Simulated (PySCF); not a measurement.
C4H10S, charge -1, doublet, at the geometry of the source list (a state made from the parent by changing its charge; the spin is typed, not shown lowest) (in this run its highest filled SCF level lies above zero, so its values depend strongly on the basis, on diffuse functions most of all). Base run: PBE0/6-31G (PySCF).

PySCF was given this input:
```python
from pyscf import gto, scf, dft, solvent

mol = gto.Mole()
mol.atom = '''
    C     2.56670000   -0.11460000    0.11520000
    C     1.11510000    0.17860000   -0.20990000
    S     0.05240000   -0.29510000    1.20500000
    C    -1.54760000    0.38430000    0.65040000
    C    -2.16840000   -0.40580000   -0.48560000
    H     2.87820000    0.44430000    0.99430000
    H     3.20130000    0.16300000   -0.72370000
    H     2.69940000   -1.17460000    0.32000000
    H     0.95920000    1.24350000   -0.39030000
    H     0.79080000   -0.39160000   -1.08100000
    H    -1.38520000    1.42740000    0.37460000
    H    -2.17980000    0.34700000    1.53740000
    H    -2.27280000   -1.45090000   -0.20420000
    H    -1.55600000   -0.34910000   -1.38310000
    H    -3.15330000   -0.00620000   -0.71910000
'''
mol.basis = '6-31g'
mol.charge = -1
mol.spin = 1
mol.verbose = 3
mol.build()

mf = dft.UKS(mol)
mf.xc = 'pbe0'
mf.kernel()
```

Each row names what was changed in the base input (with any setting that the change needs).

| change | ΔE vs base (kJ/mol) |
|---|---|
| base | 0.00 |
| model = SS(V)PE; solvent = acetonitrile | -228.5 |
| model = IEF-PCM; solvent = acetonitrile; lebedev_order = 11 | -241.2 |
| model = IEF-PCM; solvent = toluene | -138.2 |
| model = COSMO; solvent = acetonitrile | -244.1 |
| model = IEF-PCM; solvent = water | -251.6 |
| model = IEF-PCM; solvent = acetonitrile; lebedev_order = 41 | -247.4 |
| model = IEF-PCM; solvent = acetonitrile; vdw_scale = 1.4 | -218.6 |
| model = IEF-PCM; solvent = acetonitrile; vdw_scale = 1.1 | -259.3 |
| model = IEF-PCM; solvent = acetonitrile; vdw_scale = 1.0 | -264.9 |
| model = ddCOSMO; solvent = acetonitrile | -237.4 |
| model = IEF-PCM; solvent = acetonitrile; r_probe = 0.5 | -206.6 |

The base is the gas phase, so ΔE is the electrostatic part of solvation at a fixed geometry, without cavity and dispersion terms.

Open shells are given as the SCF converged; they aren't shown to be the lowest states, and a large step between rows can be another state.

The gas-phase anion may not be bound at this level, which the solvent then changes.
